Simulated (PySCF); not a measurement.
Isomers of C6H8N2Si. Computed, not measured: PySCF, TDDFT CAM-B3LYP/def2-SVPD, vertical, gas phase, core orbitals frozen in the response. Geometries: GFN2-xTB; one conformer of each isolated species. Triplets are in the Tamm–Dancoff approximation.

A. `c1(C#C)ncc(n1[SiH3])C`
B. `C#CC[Si@@](C)(C#N)N=C`
C. `[H]/N=C(\CC#N)CC#C[SiH3]`

Lowest singlet levels (six at most, fewer where fewer were computed) with oscillator strengths:

1. 301 nm (f 0.000); 191 nm (f 0.041); 189 nm (f 0.063); 187 nm (f 0.077); 184 nm (f 0.001); 180 nm (f 0.004); T1 3.52 eV
2. 236 nm (f 0.006); 207 nm (f 0.000); 197 nm (f 0.004); 195 nm (f 0.003); 174 nm (f 0.017); 172 nm (f 0.011); T1 4.49 eV
3. 241 nm (f 0.352); 223 nm (f 0.001); 211 nm (f 0.000); 210 nm (f 0.005); 204 nm (f 0.000); 190 nm (f 0.001); T1 3.54 eV

Question: Which spectrum belongs to which structure?

Answer: 1 = B, 2 = C, 3 = A.
- A: S1 at 5.14 eV, HOMO→LUMO (93%); Löwdin shares by element: HOMO carbon 67% or more (atoms not listed hold the other 33%); LUMO carbon 46% or more, nitrogen 15% or more (atoms not listed hold the other 39%); HOMO -7.50 and LUMO 0.41 eV.
- B: S1 at 4.12 eV, HOMO→LUMO (59%), HOMO-1→LUMO (34%); Löwdin shares by element: HOMO carbon 41% or more, nitrogen 34% or more (atoms not listed hold the other 25%); LUMO carbon 41% or more, nitrogen 32% or more, hydrogen 14% or more; HOMO -9.00 and LUMO -0.22 eV.
- C: S1 at 5.26 eV, HOMO→LUMO (62%), HOMO-2→LUMO (25%); Löwdin shares by element: HOMO carbon 45% or more, nitrogen 27% or more (atoms not listed hold the other 27%); LUMO carbon 38% or more, nitrogen 26% or more (atoms not listed hold the other 36%); HOMO -9.24 and LUMO 0.15 eV.
A and C have S1 within 0.13 eV of each other; their strongest listed levels stand at 5.14 eV (f 0.352) and 7.14 eV (f 0.017).
